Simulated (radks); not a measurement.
The numbers below are computed, except where a source is named.
Question: Excited configurations of Eu+: one electron is placed in a higher orbital outside [Xe] 4f7. The ground configuration is [Xe] 4f7 6s1. Level of theory: scalar-relativistic Kohn-Sham, PBEsol, spin-polarised, spherical densities, point nucleus; open shells are filled with parallel spins first (spin-orbit coupling, left out, can overturn this in heavy ions) (a radial shooting solver on a logarithmic mesh with Libxc functionals). Excitation = E - E(ground); binding = E(ion) - E, where the ion is the core of charge +2; n* = 2/sqrt(2 binding) in atomic units, and the quantum defect is n - n*.

| outer orbital | excitation (eV) | binding (eV) | n* | quantum defect | eigenvalue (eV) | <r> (bohr) |
|---|---|---|---|---|---|---|
| 5d | 1.462 | 10.003 | 2.332 | 2.668 | -6.361 | 2.883 |
| 5f | 7.893 | 3.572 | 3.903 | 1.097 | -2.583 | 8.601 |
| 6p | 3.297 | 8.169 | 2.581 | 3.419 | -6.307 | 4.806 |
| 6d | 6.654 | 4.812 | 3.363 | 2.637 | -3.662 | 7.451 |
| 6f | 9.064 | 2.402 | 4.760 | 1.240 | -1.842 | 14.74 |
| 7p | 7.060 | 4.405 | 3.515 | 3.485 | -3.480 | 9.318 |
| 7d | 8.514 | 2.951 | 4.294 | 2.706 | -2.331 | 13.12 |
| 7f | 9.744 | 1.722 | 5.622 | 1.378 | -1.357 | 22.15 |

Estimate the row for 7s.

Answer: excitation (eV) 5.925; binding (eV) 5.540; n* 3.134; quantum defect 3.866; eigenvalue (eV) -4.431; <r> (bohr) 7.748. The Delta-SCF ionisation energy is 11.465 eV (NIST Atomic Spectra Database: 11.24 eV, semi-empirical). Self-interaction in the functional shifts the binding energies and quantum defects, so they are the method's values and not measured ones. Open shells are spherical and high-spin; term and fine-structure splittings are not resolved. Spin-orbit splitting is averaged out at the scalar-relativistic level.
